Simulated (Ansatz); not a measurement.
Cost and result up the ladder for `O=P(O)(O)C12CC3CC(CC(C3)C1)C2` (31 atoms). Charge 0, multiplicity 1. Geometry: PBE-D4/def2-SVP.

Ansatz on 4 threads of Arm Neoverse V1 on a shared host. Times are rough, and most runs start from the orbitals of an earlier one. PBE0-D4/def2-TZVP serves as the yardstick here, not as an exact answer. Differences are given only for rows in sets of like size (and for xTB, whose basis is part of the method), since another set adds its own error. Binding counts from free atoms at the same level (O triplet, P quartet, C triplet, H doublet; other spins of the atoms weren't run), without zero-point energy or a counterpoise term.

B3LYP takes the VWN-RPA correlation. Correlated methods freeze 18 core orbitals. The rows differ in basis, and correlated rows in double-zeta sets carry the largest basis error.

Correlated methods converge slowly with the basis, most of all in double-zeta sets.

```
                            level  functions  binding energy per atom (eV)  difference from PBE0-D4/def2-TZVP (eV)
                     MP2/def2-SVP        285                          4.35                                       –
                 PBE-D4/def2-TZVP        542                          4.60                                    0.08
r2SCAN-D4/def2-TZVP (with forces)        542                          4.50                                   -0.03
                         HF/6-31G        164                          2.91                                       –
                        HF/STO-3G         91                          3.72                                       –
                 PBE0-D4/def2-SVP        285                          4.56                                       –
  PBE0-D4/def2-TZVP (with forces)        542                          4.52                                    0.00
                   B3LYP-D4/6-31G        164                          4.23                                       –
                  PBE-D4/def2-SVP        285                          4.64                                       –
```

**Question.** Estimate how long each takes.

**Answer.** HF/STO-3G 1.1 s; HF/6-31G 3.5 s; B3LYP-D4/6-31G 7 s; PBE-D4/def2-SVP 8 s; PBE0-D4/def2-SVP 15 s; MP2/def2-SVP 16 s; PBE-D4/def2-TZVP 17 s; r2SCAN-D4/def2-TZVP (with forces) 36 s; PBE0-D4/def2-TZVP (with forces) 66 s. On shared hardware such times vary by a factor of up to 3.
